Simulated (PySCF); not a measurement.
# Optical rotation: `Cc1ccccc1C(=O)[SiH3]`, C8H10OSi

Geometry:
| atom | x (Å) | y (Å) | z (Å) |
| --- | --- | --- | --- |
| C1 | -0.853 | 2.275 | -0.161 |
| C2 | -0.774 | 0.787 | -0.009 |
| C3 | -1.958 | 0.044 | 0.067 |
| C4 | -1.955 | -1.342 | 0.203 |
| C5 | -0.748 | -2.034 | 0.269 |
| C6 | 0.439 | -1.317 | 0.201 |
| C7 | 0.452 | 0.079 | 0.064 |
| C8 | 1.771 | 0.762 | -0.003 |
| O9 | 1.890 | 1.962 | -0.166 |
| Si10 | 3.437 | -0.243 | 0.147 |
| H11 | -0.332 | 2.615 | -1.067 |
| H12 | -0.354 | 2.791 | 0.672 |
| H13 | -1.903 | 2.598 | -0.205 |
| H14 | -2.911 | 0.576 | 0.015 |
| H15 | -2.903 | -1.883 | 0.258 |
| H16 | -0.733 | -3.121 | 0.374 |
| H17 | 1.387 | -1.860 | 0.256 |
| H18 | 3.618 | -1.132 | -1.043 |
| H19 | 4.525 | 0.771 | 0.193 |
| H20 | 3.486 | -1.097 | 1.375 |

Theory: TDDFT CAM-B3LYP/aug-cc-pVDZ circular dichroism and optical rotation, one conformer, gas phase (PySCF 2.14.0). Geometry: PBE0-D3(BJ)/def2-SVP.

No stereocentre is labelled: unless the shape is locked (an allene, a helicene, a hindered biaryl), the mirror image is equally populated and a measured rotation or CD is zero. Singlets 8 and 9 lie within 0.01 eV of each other, so their separate moments and overlaps can depend on how they mix.

(1) What is the specific rotation at 633, 589.3, 546, 436 nm?

Answers

(1) [α] in deg dm⁻¹ (g/mL)⁻¹:
```csv
λ (nm),origin-invariant length gauge,modified velocity gauge,length gauge (centre of mass),isotropic polarisability (au)
633,-1.1,-8.4,-1.1,133.7
589.3,-1.4,-10.8,-1.4,134.7
546,-1.9,-14.7,-1.8,135.9
436,-10.1,-64.1,-9.6,141.3
```

The shortest wavelength is close to the first absorption, where this undamped response comes out too large.

The first excitation lies at 3.17 eV (391 nm) with R = -0.3 × 10⁻⁴⁰ esu² cm² (velocity form).
